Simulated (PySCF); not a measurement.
Gas-phase reaction: 2 (H₂SiO)₃ = 3 SiO + 3 H₃SiOH

Energies from PySCF (xtb for GFN2), thermal terms from the rigid-rotor harmonic-oscillator model, ideal gas at 1 bar. † marks an energy on the PBE0/def2-TZVP geometry and frequencies; other levels use their own. MP2 freezes the core. All species are closed-shell singlets. B3LYP is the form with VWN-RPA correlation. (H₂SiO)₃, H₃SiOH: computed as isolated molecules; such fragments, hydroxides, amides, oligomers or adducts are transient or little studied in the gas. MP2 isn't extrapolated to the basis-set limit; its ΔH°(298 K) is 1171.4 kJ in def2-SVP and 1261.8 kJ in def2-TZVPP. The harmonic model lacks anharmonicity and excited electronic states, which grow with temperature; levels with a mode under 35 cm⁻¹ are left out. Internal rotation in H₃SiOH is treated as a harmonic vibration of one conformer, which makes the entropy rough. Soft modes under 120 cm⁻¹ make the harmonic entropy rough for (H₂SiO)₃.

| level | ΔE electronic, kJ | ΔH°(298 K), kJ | ΔS°(298 K), J/K | ΔG°(2000 K), kJ |
|---|---|---|---|---|
| B3LYP/def2-TZVP† | 1197 | 1182 | 705 | -167 |
| BLYP/def2-TZVP† | 1062 | 1047 | 705 | -302 |
| GFN2-xTB | 1309 | 1299 | 694 | -7 |
| MP2/def2-TZVPP† | 1277 | 1262 | 705 | -87 |
| PBE0/def2-TZVP | 1287 | 1272 | 705 | -77 |
| LDA/def2-TZVP† | 1362 | 1347 | 705 | -2 |
| ωB97M-V/def2-TZVP† | 1277 | 1262 | 705 | -88 |
ΔH° is lowest at BLYP/def2-TZVP† and highest at LDA/def2-TZVP†. No reference value is set beside these.
